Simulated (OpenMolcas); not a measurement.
# Multiconfigurational calculation on Co3+

Input:

```
&GATEWAY
Coord
1

Co 0.0 0.0 0.0
Basis=ANO-RCC-VQZP
Group=XYZ
NoMove
AngMom=0.0 0.0 0.0
AMFI
&SEWARD
&RASSCF
FileOrb=start.orb
Symmetry=1
Spin=5
nActEl=6 0 0
Inactive=3 6
Ras2=5 0
CIRoot=5 5 1
SDav=5
CIMx=300
Iter=120 100
PrWF=0.3
OrbListing=Nothing
MaxOrb=0
Atom
>>> COPY $Project.JobIph JOB001
&RASSCF
FileOrb=start.orb
Symmetry=1
Spin=3
nActEl=6 0 0
Inactive=3 6
Ras2=5 0
CIRoot=45 45 1
SDav=45
CIMx=300
Iter=120 100
PrWF=0.3
OrbListing=Nothing
MaxOrb=0
Atom
>>> COPY $Project.JobIph JOB002
&RASSCF
FileOrb=start.orb
Symmetry=1
Spin=1
nActEl=6 0 0
Inactive=3 6
Ras2=5 0
CIRoot=50 50 1
SDav=50
CIMx=300
Iter=120 100
PrWF=0.3
OrbListing=Nothing
MaxOrb=0
Atom
>>> COPY $Project.JobIph JOB003
&RASSI
NrOfJobIphs=3 5 45 50
1 2 3 4 5
1 2 3 4 5 6 7 8 9 10 11 12 13 14 15 16 17 18 19 20 21 22 23 24 25 26 27
28 29 30 31 32 33 34 35 36 37 38 39 40 41 42 43 44 45
1 2 3 4 5 6 7 8 9 10 11 12 13 14 15 16 17 18 19 20 21 22 23 24 25 26 27
28 29 30 31 32 33 34 35 36 37 38 39 40 41 42 43 44 45 46 47 48 49 50
IphNames
JOB001
JOB002
JOB003
EJob
SpinOrbit
DIPRint=1.0
SOCoupling=1000.0
Subsets=2
MEES
Property=10
'ANGMOM' 1 'ANGMOM' 2 'ANGMOM' 3 'MLTPL  1' 1 'MLTPL  1' 2 'MLTPL  1' 3
'AMFI' 1 'AMFI' 2 'AMFI' 3 'MLTPL  2' 6
SOProperty=3
'ANGMOM' 1 'ANGMOM' 2 'ANGMOM' 3
```

A driver script runs the steps one by one and writes start.orb anew before each from the orbitals found so far.

Output, cut to the results:

```
--- SEWARD ---
Basis set label: CO.ANO-RCC...7S6P4D3F2G1H.

      Electronic valence basis set:
      ------------------
      Associated Effective Charge  27.000000 au
      Associated Actual Charge     27.000000 au
      Nuclear Model: Point charge

      Shell  nPrim  nBasis  Cartesian Spherical Contaminant
         s      21       7        X
         p      15       6        X
         d      10       4                 X
         f       6       3                 X
         g       4       2                 X
         h       2       1                 X
                  Relativistic Douglas-Kroll-Hess integrals:
                    - DKH order of Hamiltonian: 2
                    - DKH order of Properties : 0
                  Atomic mean-field integrals
--- RASSCF ---
Wave function specifications:
      -----------------------------

      Number of closed shell electrons          18
      Number of electrons in active shells       6
      Max number of holes in RAS1 space          0
      Max nr of electrons in RAS3 space          0
      Number of inactive orbitals                9
      Number of active orbitals                  5
      Number of secondary orbitals              81
      Spin quantum number                      2.0
      State symmetry                             1
Orbital specifications:
      -----------------------

      Symmetry species                           1   2
                                                ag  au
      Frozen orbitals                            0   0
      Inactive orbitals                          3   6
      Active orbitals                            5   0
      RAS1 orbitals                              0   0
      RAS2 orbitals                              5   0
      RAS3 orbitals                              0   0
      Secondary orbitals                        37  44
      Deleted orbitals                           0   0
      Number of basis functions                 45  50
      Number of CSFs                             5
      Number of root(s) required                 5
      Iter CI   SX   CI       RASSCF       Energy    max ROT     max BLB   max BLB  Level Ln srch  Step   QN
          iter iter root      energy       change     param      element    value   shift minimum  type update
 Nr of preliminary CI iterations:   1
      Total energies have been shifted. Add                -1000.00 au
        1   1    9    0  -389.50378198    0.00E+00   1.72E-01*   6  15 1  4.79E-01*  0.00   0.00    SX    NO
        2   1    9    0  -389.81735479   -3.14E-01* -4.73E-02    4  10 2  3.41E-01*  0.00   0.00    SX    NO
        3   1    9    0  -389.85789043   -4.05E-02* -4.51E-02    6  12 2 -1.74E-01*  0.00   0.00    SX    NO
        4   1    9    0  -389.87254687   -1.47E-02*  3.05E-02    4  10 2  1.23E-01*  0.00   0.00    SX    NO
        5   1    9    0  -389.87830894   -5.76E-03* -1.18E-02    4  10 2 -8.28E-02*  0.00   0.59    LS   YES
        6   1    7    0  -389.88383146   -5.52E-03* -1.37E-03    4  13 1  3.74E-03*  0.00   1.06    QN   YES
        7   1    7    0  -389.88385665   -2.52E-05*  4.27E-05    3  12 1  2.87E-04*  0.00   0.98    QN   YES
        8   1    5    0  -389.88385675   -1.06E-07*  6.04E-06    3  12 1  6.42E-05   0.00   1.04    QN   YES
        9   1    4    0  -389.88385675   -2.21E-09   1.05E-06    1  10 2 -2.95E-06   0.00   1.00    QN   YES
      Convergence after  9 iterations
       10   1    4    0  -389.88385675   -2.00E-11   1.05E-06    4  10 2 -4.57E-07   0.00   1.00    QN   YES
      Natural orbitals and occupation numbers for root  1
      sym 1:   1.000000   1.000000   2.000000   1.000000   1.000000
      Natural orbitals and occupation numbers for root  2
      sym 1:   1.000000   1.000000   2.000000   1.000000   1.000000
      Natural orbitals and occupation numbers for root  3
      sym 1:   1.000000   1.000000   1.000000   2.000000   1.000000
::    RASSCF root number  1 Total energy:  -1389.88385675
::    RASSCF root number  2 Total energy:  -1389.88385675
::    RASSCF root number  3 Total energy:  -1389.88385675
::    RASSCF root number  4 Total energy:  -1389.88385675
::    RASSCF root number  5 Total energy:  -1389.88385675
--- RASSCF ---
Wave function specifications:
      -----------------------------

      Number of closed shell electrons          18
      Number of electrons in active shells       6
      Max number of holes in RAS1 space          0
      Max nr of electrons in RAS3 space          0
...
--- RASSI ---
SPIN-FREE ENERGIES:
  (Shifted by EMIN (a.u.) =      -1389.8838567538)

 SF State       Relative EMIN(au)   Rel lowest level(eV)    D:o, cm**(-1)      L_eff

     1             0.0000000000        0.0000000000              0.0000         2.0
     2             0.0000000000        0.0000000000              0.0000         2.0
     3             0.0000000000        0.0000000000              0.0000         2.0
     4             0.0000000000        0.0000000000              0.0000         2.0
     5             0.0000000000        0.0000000000              0.0000         2.0
     6             0.1183845308        3.2214071931          25982.4013         5.0
     7             0.1183845308        3.2214071931          25982.4013         5.0
     8             0.1183845308        3.2214071931          25982.4013         5.0
     9             0.1183845308        3.2214071931          25982.4013         5.0
    10             0.1183845308        3.2214071931          25982.4013         5.0
    11             0.1183845308        3.2214071931          25982.4013         5.0
    12             0.1183845308        3.2214071931          25982.4013         5.0
    13             0.1183845308        3.2214071931          25982.4013         5.0
    14             0.1183845308        3.2214071931          25982.4013         5.0
    15             0.1183845308        3.2214071931          25982.4013         5.0
    16             0.1183845308        3.2214071931          25982.4013         5.0
    17             0.1320820888        3.5941367335          28988.6677         1.0
    18             0.1320820888        3.5941367335          28988.6677         1.0
    19             0.1320820888        3.5941367335          28988.6677         1.0
    20             0.1360039855        3.7008569804          29849.4246         3.0
    21             0.1360039855        3.7008569804          29849.4246         3.0
...
```

Levels above the lowest, from the spin-orbit matrix, grouped by J:

```csv
Configuration,Term,J,E (eV),Measured (eV),g,Term weight %
3d6,5D,4,0.0000,0.0000,1.501,100
3d6,5D,3,0.0762,0.0792,1.501,100
3d6,5D,2,0.1299,0.1336,1.501,100
3d6,5D,1,0.1645,,1.501,100
3d6,5D,0,0.1815,0.1852,,100
3d6,3H,6,3.2592,2.9359,1.167,100
3d6,3H,5,3.2984,2.9796,1.035,99
3d6,3H,4,3.3272,3.0093,0.804,98
3d6,3P(1),2,3.5623,2.8372,1.500,100
3d6,3F(1),4,3.7297,3.1487,1.238,94
3d6,3F(1),3,3.7726,3.1908,1.071,96
3d6,3P(1),1,3.7851,3.0660,1.500,100
3d6,3F(1),2,3.8047,3.2197,0.667,100
3d6,3P(1),0,3.8772,3.1552,,99
3d6,3G,5,4.1118,3.5982,1.198,99
3d6,3G,4,4.1837,3.6690,1.058,94
3d6,3G,3,4.2149,3.7031,0.762,96
3d6,1I,6,4.9110,4.4563,1.000,100
3d6,1G(1),4,5.1878,4.5481,1.001,99
3d6,3D,1,5.3137,,0.501,100
3d6,3D,2,5.3176,,1.167,99
3d6,3D,3,5.3390,4.5322,1.334,100
3d6,1S(1),0,6.0248,5.1381,,99
3d6,1D(1),2,6.4397,5.2497,1.001,99
```

Against the 20 measured excited levels shown (Sugar and Corliss, J. Phys. Chem. Ref. Data 10, 1097 (1981)) the mean absolute deviation is 4200 cm-1; the largest miss in energy is 3d6 1D2(1): computed 6.4397, measured 5.2497 eV (+22.7 %).

Without dynamic correlation excited terms often stand tens of per cent too high (terms of higher spin than the ground term too low), and those without a measured partner can miss by more than the paired ones. Computed and measured levels are paired by configuration, term and J; levels that our copy of the source lacks, or whose pairing is in doubt (as where it misses far off the trend of its configuration), stay unpaired and out of the deviations. Only configurations of the active space appear. The table shows the lowest 24 of 34 levels.

The term weight is that of the spin-free term in the level, not the purity of its configuration. A number in round brackets counts repeated terms of one configuration in the order of the reference energies.
